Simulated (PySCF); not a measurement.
# Which determinant of KC lies lowest?

Unrestricted PBE0; K def2-SVP, C def2-SVP; no relativity (PySCF 2.14). Outer shells of the fragments: K 4s1; C 2s2 2p2.

Followed along the bond (rough minima from three points):

```
2Ms+1   unpaired  ⟨S²⟩ at the start  R at minimum (Å)  Te (eV)
    4  σ ↑, π ↑↑               3.75              2.55     0.00
    2  σ ↑, π ↑↓               1.75              2.55     0.77
    2  σ ↓, π ↑↑               1.76              2.57     0.77
    2        π ↑               1.03  none in the scan   ≤ 1.56
```

Solutions found at the starting distance of 2.655 Å, counted from the lowest of them; the search is not exhaustive and high or unbound solutions are not listed, so other states can lie among these:

```
2Ms+1   unpaired   term  E (eV)  ⟨S²⟩  ⟨Lz²⟩  μ (D)
    4  σ ↑, π ↑↑    ⁴Σ⁻    0.00  3.75   0.00  -9.15
    2  σ ↓, π ↑↑  mixed    0.76  1.76   0.00  -8.36
    2  σ ↑, π ↑↓  mixed    0.76  1.75   2.01  -8.87
    2        π ↑     ²Π    1.61  1.03   1.00  -4.70
    2        σ ↑  mixed    1.96  0.76   2.00  -8.54
    2        π ↑     ²Π    2.17  0.77   1.02  -8.79
```

A term symbol is given only where ⟨S²⟩ and ⟨Lz²⟩ are close to those of a pure state; real π, δ and φ orbitals otherwise mix terms. A positive dipole means K(−)C(+).
